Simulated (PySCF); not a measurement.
An unknown shows these calculated signals:

$^{1}$H NMR (500 MHz, computed): δ 6.95 (t, 1H), 6.67 (m, 1H), 5.71 (m, 1H), 5.61 (m, 1H), 5.31 (d, 2H), 5.23 (s, 2H), 3.87 (s, 3H).

$^{13}$C{$^{1}$H} NMR (computed): δ 163.2 (C), 159.0 (CH), 152.4 (CH), 125.2 (CH2), 54.1 (CH3).

Calculated, not measured (PySCF 2.14): σ from GIAO-PBE0/pcSseg-1, GFN2-xTB geometry. Isolated molecule, rapidly exchanging positions averaged, a single conformation, non-relativistic.

Chemical shifts δ = σref − σ; TMS for $^{1}$H (σref 31.72) and $^{13}$C (σref 186.93), all at this level.

Question: Which of these does the molecule contain: a non-aromatic C=C double bond, a vinyl group CH=CH2, a three-membered ring, an NH or NH2 group, an N-methyl group, a Si–H bond?

Answer: 
- A non-aromatic C=C double bond: yes.
- A vinyl group CH=CH2: yes (δC 125.2, 152.4; δH 5.71 (m), 5.61 (m), 6.67 (m)).
- A three-membered ring: no.
- An NH or NH2 group: no.
- An N-methyl group: no.
- A Si–H bond: yes (δH 5.31 (d)).

The data belong to SMILES O([SiH2]/C=C(/C=C)[SiH2]Cl)C, C5H11ClOSi2; they needn't prove each group on their own.

Carbon signals by region: 1 in the far downfield region (above 160 ppm), 3 in the sp2 and nitrile region (100–160 ppm), 1 at 50–100 ppm. Above 160 ppm: 163.2, fully substituted alkene carbon.

Shifts are as computed. Against solution values, carbons near 30 ppm lie about +3 ppm off and those near 130 ppm about +5 ppm. Of 1211 compounds with measured shifts, 218 miss one by over three times the rms of a fit or turn the order of signals round; such compounds aren't used in these exercises. No couplings were computed; multiplicities are counted from neighbouring protons, with m where these are inequivalent, close in shift, in a saturated or five-membered ring or joined by F or P, and br s for small geminal =CH2 splittings.
